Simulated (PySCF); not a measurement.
**Correlation energy of Ba (barium, neutral)**

[Xe] 5d1 6s1, high-spin 3D determinant (an excited configuration). Computed with PySCF 2.14 in aug-cc-pwCVTZ-X2C (11s10p8d4f, 109 functions), with the spin-free X2C one-electron Hamiltonian (Gaussian nucleus). Frozen: [Xe]; 2 electrons correlated.

Total MP2 correlation energy: -3.60 mhartree.

Same-spin part -3.60 and opposite-spin part 0.00 mhartree; SCS-MP2 scales them by 1/3 and 6/5 to -1.20 mhartree.
